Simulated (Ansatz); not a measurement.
Total energies of cis-PtH2(AsH3)2 (As₂PtH₈) from Ansatz at PBE0-D4/def2-TZVP, gas phase (1 Eh = 27.2114 eV = 2625.5 kJ/mol). The reference geometry is relaxed at PBE0-D4/def2-SVP.

| state | geometry | energy (Eh) |
| --- | --- | --- |
| charge 0 singlet | reference | -4595.38249 |
| charge 1 doublet | reference | -4595.08130 |
| charge 1 doublet | relaxed at PBE0-D4/def2-SVP | -4595.10352 |
| charge 0 triplet | relaxed at PBE0-D4/def2-SVP | -4595.29970 |
| free Pt atom (triplet) | – | -119.25494 |
| free H atom (doublet) | – | -0.50104 |
| free As atom (quartet) | – | -2235.53903 |

In the def2 sets Pt takes a core potential; there is no spin–orbit coupling.

(1) Work out the vertical ionisation energy to the doublet.

(2) How much does the charge 1 doublet relax, and what is the adiabatic ionisation energy?

(3) Which of the charge 0 states is lowest, and how far above it are the others?

(4) What is the binding energy per atom against free atoms?

(1) E(charge 1 doublet) − E(charge 0 singlet) = -4595.08130 − (-4595.38249) = 0.30119 Eh = 8.20 eV. For comparison, −ε of the highest occupied level is 6.31 eV at this level, 1.89 eV less.

(2) Relaxation: -4595.08130 − (-4595.10352) = 0.02222 Eh = 0.60 eV. Adiabatic ionisation energy: 0.27897 Eh = 7.59 eV, without zero-point energy. In the charge 1 doublet, H2 and H3 lie 0.85 Å apart (atoms count from 1), so H2 has formed as a molecule.

(3) The singlet. triplet: -4595.29970 − (-4595.38249) = 0.08279 Eh = 217.4 kJ/mol.

(4) Atoms: 1 × (-119.25494) + 8 × (-0.50104) + 2 × (-2235.53903) = -4594.34132 Eh. Binding: -4594.34132 − (-4595.38249) = 1.04117 Eh = 28.33 eV, or 2.58 eV for each of 11 atoms (no zero-point energy, no counterpoise term).
